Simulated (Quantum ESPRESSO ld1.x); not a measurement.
All-electron atom: the mercury ion Hg44+ in [Kr]. All-electron calculation, Dirac Kohn-Sham, PBEsol, spin-unpolarised, spherical densities, point nucleus; speed of light set to 116.481 atomic units (0.85 times the physical value, a model run). Program: ld1.x of Quantum ESPRESSO 7.5.

Normalised radial functions P(r) = r R(r) (large component), r in bohr:

```
   r/bohr * 3p1/2, o 4p1/2 (the largest magnitude, 2.69, reaches the edge; | marks zero, & curves that meet)
 0.001847                             |o*
 0.002348                             |o*
 0.002985                             |o*
 0.003795                             | o*
 0.004786                             | o *
 0.006084                             |  o *
 0.007735                             |   o *
 0.009833                             |    o  *
   0.0125                             |     o   *
  0.01589                             |      o    *
   0.0202                             |       o      *
  0.02568                             |        o      *
  0.03265                             |        o      *
   0.0415                             |      o      *
  0.05276                             |  o    *
  0.06707                           o*|
  0.08526                 *   o       |
   0.1084       *         o           |
   0.1378  *               o          |
   0.1752    *                     o  |
   0.2209           *                 |       o
   0.2808                   *         |                 o
    0.357                         *   |                   o
   0.4538                            *|             o
   0.5769                             *      o
   0.7334                             * o
   0.9324                             &
    1.185                             &
```

3p1/2: eigenvalue -5567.4 eV, 1 radial node at r = 0.0654 bohr, <r> = 0.159 bohr, 90 % of the charge inside 0.241 bohr. 4p1/2: eigenvalue -2559.8 eV, 2 radial nodes at r = 0.0610, 0.189 bohr, <r> = 0.342 bohr, 90 % of the charge inside 0.491 bohr.
